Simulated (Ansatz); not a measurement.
Geometry optimisation, RKS PBE-D4/def2-SVP (Ansatz 0.2.0).

Input:

```yaml
crystal:
  periodic: [false, false, false]
  atoms:
    - { symbol: Al, position_ang: [-0.718199, 0.932998, 0.968781] }
    - { symbol: O, position_ang: [0.015397, -0.622905, 0.414262] }
    - { symbol: C, position_ang: [-0.616052, -1.606565, -0.381881] }
    - { symbol: F, position_ang: [-2.18548, 1.464513, 0.389435] }
    - { symbol: F, position_ang: [0.057541, 1.757041, 2.187864] }
    - { symbol: H, position_ang: [1.620427, 0.542125, -0.686094] }
    - { symbol: O, position_ang: [1.771339, 1.488633, -0.879874] }
    - { symbol: H, position_ang: [-1.470224, -1.216883, -0.982795] }
    - { symbol: H, position_ang: [0.121717, -2.040338, -1.093829] }
    - { symbol: H, position_ang: [-0.999702, -2.443453, 0.245442] }
    - { symbol: H, position_ang: [2.403236, 1.744733, -0.181312] }
basis:
  gaussian: { orbitals: def2-SVP }
hamiltonian:
  xc: pbe
  dispersion: d4
relax:
  f_tol: 0.03
  max_steps: 50
output:
  orbitals: {}
```

Launched with:

```bash
$ ansatz run input.yaml --threads 2 --pin off --max-ram 3072MiB --backend cpu --events-out ev --progress --plain --runs-dir out
```

Task: Where does it end, and by what steps?

Result: It converged. After 16 steps the energy has fallen by 1.101 eV; F4 moved furthest, 0.77 Å. Joined: Al1–O7 (3.15 → 1.97 Å).

| step | energy less start (eV) | largest force component (eV/Å) | accepted |
| --- | --- | --- | --- |
| 0 | 0.0000 | 1.690 | yes |
| 1 | -0.2480 | 0.962 | yes |
| 2 | -0.4847 | 1.207 | yes |
| 3 | -0.8641 | 0.736 | yes |
| 4 | -0.9641 | 1.521 | yes |
| 5 | -1.0179 | 0.735 | yes |
| 6 | -1.0613 | 0.415 | yes |
| 7 | -1.0812 | 0.136 | yes |
| 8 | -1.0833 | 0.253 | yes |
| 9 | -1.0913 | 0.171 | yes |
| 10 | -1.0962 | 0.073 | yes |
| 11 | -1.0987 | 0.075 | yes |
| 12 | -1.0995 | 0.086 | yes |
| 13 | -1.1001 | 0.069 | yes |
| 14 | -1.1008 | 0.056 | yes |
| 15 | -1.1010 | 0.089 | yes |
| 16 | -1.1013 | 0.021 | yes |

```xyz
11
Properties=species:S:1:pos:R:3
Al -0.301 1.029 0.557
O 0.078 -0.524 -0.135
C -0.635 -1.710 -0.371
F -1.649 1.859 0.007
F 0.186 1.337 2.139
H 1.483 0.708 -0.716
O 1.313 1.634 -0.389
H -1.649 -1.523 -0.795
H -0.088 -2.349 -1.098
H -0.766 -2.312 0.559
H 2.030 1.850 0.241
```

Whether the end is a true minimum wasn't checked by a vibrational analysis.

Run time: 14 s on 2 threads of AMD EPYC 9R45 96-Core Processor (Zen 5), with other jobs on the host, peak memory 0.17 GiB.
